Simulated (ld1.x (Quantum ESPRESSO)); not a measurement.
# Reading a pseudo-wave (gadolinium (Gd))

Columns: radius, all-electron u(r) and pseudo u(r) of the 4f shell (level -22.50 eV) of gadolinium in the configuration [Kr] 4d10 4f7 5s2 5p6 5d1 6s0 6p0; PBEsol, scalar-relativistic, TM scheme, ld1.x (Quantum ESPRESSO) 7.5.

| r (bohr) | all-electron | pseudo |
| --- | --- | --- |
| 0.152 | 0.2194 | 0.0224 |
| 0.305 | 0.7451 | 0.2658 |
| 0.458 | 1.0378 | 0.7913 |
| 0.610 | 1.0796 | 1.1907 |
| 0.762 | 0.9984 | 1.2036 |
| 0.915 | 0.8756 | 0.9952 |
| 1.068 | 0.7498 | 0.7851 |
| 1.220 | 0.6356 | 0.6395 |
| 1.372 | 0.5359 | 0.5360 |
| 1.525 | 0.4504 | 0.4504 |
| 1.678 | 0.3782 | 0.3782 |
| 1.830 | 0.3180 | 0.3180 |
| 1.982 | 0.2676 | 0.2676 |
| 2.135 | 0.2250 | 0.2250 |
| 2.288 | 0.1894 | 0.1894 |
| 2.440 | 0.1596 | 0.1596 |
| 2.592 | 0.1347 | 0.1347 |
| 2.745 | 0.1136 | 0.1136 |
| 2.898 | 0.0958 | 0.0958 |
| 3.050 | 0.0810 | 0.0810 |
| 3.202 | 0.0685 | 0.0685 |
| 3.355 | 0.0579 | 0.0579 |
| 3.508 | 0.0489 | 0.0489 |
| 3.660 | 0.0414 | 0.0414 |
| 3.812 | 0.0351 | 0.0351 |
| 3.965 | 0.0296 | 0.0296 |

**Question.** How many radial nodes do the two functions have?

**Answer.** The all-electron 4f function has n − l − 1 = 0; the pseudo-wave has 0.

**Question.** At about which radius was the pseudo-wave matched?

**Answer.** 1.45 bohr, where the columns begin to agree (steps of 0.15 bohr).

**Question.** Where does each function peak?

**Answer.** Outermost all-electron maximum near 0.61 bohr, pseudo maximum near 0.76 bohr (to the table’s step).

**Question.** Is the pseudo-wave norm-conserving?

**Answer.** Yes: the TM scheme keeps the norm inside the radius equal to the all-electron one, which fixes the energy derivative of the logarithmic derivative at the level.
